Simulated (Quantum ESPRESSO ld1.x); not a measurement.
The numbers below are computed, except where a source is named.
Q: Isoelectronic series with 14 electrons, each ion in its NIST ground configuration. Level of theory: scalar-relativistic Kohn-Sham, LDA (Slater exchange, VWN5 correlation), spin-polarised, spherical densities, point nucleus; open shells are filled with parallel spins first (ld1.x of Quantum ESPRESSO 7.5). Total energies (hartree) and orbital eigenvalues (hartree):

ion,configuration,E (hartree),3p up,3s down,3s up,2p down
Si,[Ne] 3s2 3p2,-288.8508,-0.1699,-0.3633,-0.4184,-3.5000
P+,[Ne] 3s2 3p2,-340.4662,-0.5514,-0.8119,-0.8848,-4.9527
S2+,[Ne] 3s2 3p2,-396.6208,-1.0650,-1.3943,-1.4832,-6.6826
Cl3+,[Ne] 3s2 3p2,-457.3091,-1.7019,-2.1008,-2.2048,-8.6785
Ar4+,[Ne] 3s2 3p2,-522.5324,-2.4581,-2.9273,-3.0459,-10.9352
K5+,[Ne] 3s2 3p2,-592.2958,-3.3312,-3.8715,-4.0044,-13.4500
Ca6+,[Ne] 3s2 3p2,-666.6066,-4.3198,-4.9324,-5.0793,-16.2213
Ti8+,[Ne] 3s2 3p2,-828.9079,-6.6409,-7.4011,-7.5757,-22.5304
V9+,[Ne] 3s2 3p2,-916.9201,-7.9724,-8.8085,-8.9967,-26.0675
Cr10+,[Ne] 3s2 3p2,-1009.5229,-9.4176,-10.3311,-10.5329,-29.8593
Mn11+,[Ne] 3s2 3p2,-1106.7296,-10.9763,-11.9689,-12.1843,-33.9059
Fe12+,[Ne] 3s2 3p2,-1208.5544,-12.6484,-13.7222,-13.9512,-38.2076
Co13+,[Ne] 3s2 3p2,-1315.0125,-14.4341,-15.5911,-15.8336,-42.7645
Ni14+,[Ne] 3s2 3p2,-1426.1196,-16.3333,-17.5759,-17.8320,-47.5769

Estimate the row of Sc7+ ([Ne] 3s2 3p2).

A: E (hartree) -745.4739; 3p up -5.4233; 3s down -6.1090; 3s up -6.2698; 2p down -19.2483.
